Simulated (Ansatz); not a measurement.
Ansatz results at the PBE0-D4/def2-TZVP geometry: HOMO energy (PBE/def2-TZVPP) -5.58 eV; HOMO energy (PBE0/def2-TZVPP) -6.98 eV; zero-point energy (PBE0-D4/def2-TZVP) 201.7 kJ/mol.

Each molecule was computed in one conformer, which needn't be the lowest.

(1) Which molecule gave them?
A. `[NH]=[Ta]([NH2])([NH2])[OH]`
B. `[O]=[Ta]([OH])([F])[F]`
C. `[NH]=[Ta]([NH2])([F])[F]`
D. `[O]=[Ta]([F])([F])[F]`

Results:

(1) A. The others give `[O]=[Ta]([OH])([F])[F]`: -8.20, -9.84, 54.4; `[NH]=[Ta]([NH2])([F])[F]`: -6.56, -7.98, 114.6; `[O]=[Ta]([F])([F])[F]`: -8.61, -10.28, 25.1.
